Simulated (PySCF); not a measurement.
Compound: C7H14Si.
Atom-mapped SMILES: `[SiH3:1][C@@H:2]1[CH2:3][C@H:4]2[CH2:5][CH2:6][CH2:7][C@@H:8]12` (hydrogens: H9, H10, H11 on Si1; H12 on C2; H13, H14 on C3; H15 on C4; H16, H17 on C5; H18, H19 on C6; H20, H21 on C7; H22 on C8)

Computed, not measured: PBE0/def2-SV(P) geometry optimisation, gas phase (PySCF).

(1) List the bond lengths, angles and torsions at this level.

## Answers

(1) 
| bond | length (Å) |
| --- | --- |
| Si1–C2 | 1.882 |
| C2–C3 | 1.553 |
| C3–C4 | 1.546 |
| C4–C5 | 1.530 |
| C5–C6 | 1.533 |
| C6–C7 | 1.533 |
| C7–C8 | 1.530 |
| C2–C8 | 1.557 |
| C4–C8 | 1.562 |
| Si1–H9, Si1–H10, Si1–H11 | 1.501 |
| C2–H12 | 1.105 |
| C3–H13 | 1.104 |
| C3–H14 | 1.104 |
| C4–H15 | 1.101 |
| C5–H16 | 1.106 |
| C5–H17 | 1.105 |
| C6–H18 | 1.106 |
| C6–H19 | 1.103 |
| C7–H20 | 1.105 |
| C7–H21 | 1.106 |
| C8–H22 | 1.103 |

Bonds in one row agree within 0.01 Å and their mean is given. A selection of angles:
| angle | degrees |
| --- | --- |
| Si1–C2–C3 | 116.4 |
| Si1–C2–C8 | 116.1 |
| C3–C2–C8 | 89.9 |
| C2–C3–C4 | 90.4 |
| C3–C4–C5 | 116.1 |
| C3–C4–C8 | 90.0 |
| C5–C4–C8 | 105.9 |
| C4–C5–C6 | 104.6 |
| C5–C6–C7 | 103.4 |
| C6–C7–C8 | 104.5 |
| C2–C8–C7 | 115.8 |
| C2–C8–C4 | 89.6 |
| C4–C8–C7 | 106.1 |

Torsions: Si1–C2–C3–C4 -120° (anticlinal); C2–C3–C4–C5 -108° (anticlinal); C3–C4–C5–C6 74° (synclinal); C4–C5–C6–C7 38° (synclinal); C5–C6–C7–C8 -38° (synclinal); C6–C7–C8–C2 -74° (synclinal); Si1–C2–C8–C7 -132° (anticlinal); C3–C4–C8–C7 -117° (anticlinal).

Of the pairs four or more bonds apart, C2···H18 is among the closest relative to their van der Waals radii: 2.96 Å, 102 % of the sum of Bondi's values. The 8 C–C bonds span 1.530 Å (C4–C5, drawn single) to 1.562 Å (C4–C8, drawn single), a spread of 0.032 Å. Si1 (SiH3 silicon) is tetrahedral (angles from 108.2° to 111.2°). The 5-membered ring C4–C5–C6–C7–C8 has internal angles of 103.4° to 106.1° (sum 525°, against 540° for a flat polygon); it is puckered, 0.17 Å rms from its mean plane, widest ring torsion 38°. The 4-membered ring C2–C3–C4–C8 has internal angles of 89.6° to 90.4°; it is planar, 0.00 Å rms from its mean plane, widest ring torsion 0°.

Point group: C1 (no symmetry element, even within 0.4 Å). Stationary, but not proved a minimum. The numbers are those of one conformer.

Time: 82 s of wall time; peak memory 0.62 GiB. Hardware: Intel Xeon at 2.70 GHz, one thread, on a shared host. This is the geometry optimisation.
